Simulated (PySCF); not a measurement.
In(Cl)(OH)2, H2ClInO2, SMILES [OH][In]([OH])[Cl], PBE0/def2-SVP optimised geometry.

```
6

In    -0.17    -0.17     0.00
Cl    -1.31     1.87     0.00
O      1.81    -0.17     0.00
H      2.15    -1.07     0.00
O     -1.20    -1.87     0.00
H     -2.15    -1.71    -0.01
```

Density from PBE0/def2-TZVP, def2 effective core potentials past Kr (PySCF) at that geometry. The core electrons that the potentials of In replace are not part of the density.

Minimum of the electron density along straight lines between bonded atoms, close to the bond critical point (lines longer than 1.1 times the sum of covalent radii, or with two minima, are not listed):

| bond | length / Å | ρ at the minimum / e bohr⁻³ | ∇²ρ there / e bohr⁻⁵ | position (fraction from the first atom) |
|---|---|---|---|---|
| In1–Cl2 | 2.333 | 0.085 | 0.21 | 0.48 |
| In1–O3 | 1.980 | 0.117 | 0.50 | 0.52 |
| O3–H4 | 0.965 | 0.355 | -2.36 | 0.80 |
| In1–O5 | 1.987 | 0.115 | 0.49 | 0.52 |
| O5–H6 | 0.965 | 0.355 | -2.37 | 0.80 |
